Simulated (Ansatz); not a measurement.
## Abstraction of F: SnH2F2 + NO → SnH2F + NOF

Species: SnH2F2 `[F][SnH2][F]`, singlet; NO (nitric oxide), doublet; SnH2F `[F][SnH2]`, doublet; NOF (nitrosyl fluoride) `O=NF`, singlet. A radical takes F: the energy is the difference in strength between the Sn–F bond broken and the N–F bond made.

Shapes, held fixed at every level: PBE0-D4/def2-TZVP. Programs: Ansatz 0.2.0. The zero-point and thermal change to 298 K, harmonic and unscaled (PBE0-D4/def2-TZVP), is -2.7 kJ/mol.

```csv
level,kind,ΔH(298 K) (kJ/mol),less CCSD(T)/def2-TZVPP,CPU time (sum over the molecules)
HF/def2-SVP,Hartree–Fock,+322.5,+77.2,–
PBE-D4/def2-TZVPP,GGA,+179.3,-66.0,8.3 s
B3LYP-D4/def2-TZVPP,global hybrid,+223.2,-22.1,11 s
r2SCAN0-D4/def2-TZVPP,global hybrid,+238.0,-7.3,16 s
B2PLYP/def2-TZVPP,double hybrid,+235.1,-10.2,15 s
CCSD/def2-SVP,coupled cluster or CI,+265.2,+19.9,–
CCSD(T)/def2-TZVPP,coupled cluster or CI,+245.3,0.0,55 s
```

The highest level, CCSD(T)/def2-TZVPP, gives ΔH(298 K) = +245.3 kJ/mol; the levels span +179.3 to +322.5. The column of differences is taken from that level and isn't an error. No measured value is set beside it here. Open shells run unrestricted unless RO is named. For atoms past krypton def2 sets carry core potentials with scalar relativity. Correlated rows may include outer-core shells of Sn, which these sets cover unevenly. Times are processor times on shared x86 and Arm servers, and rough.
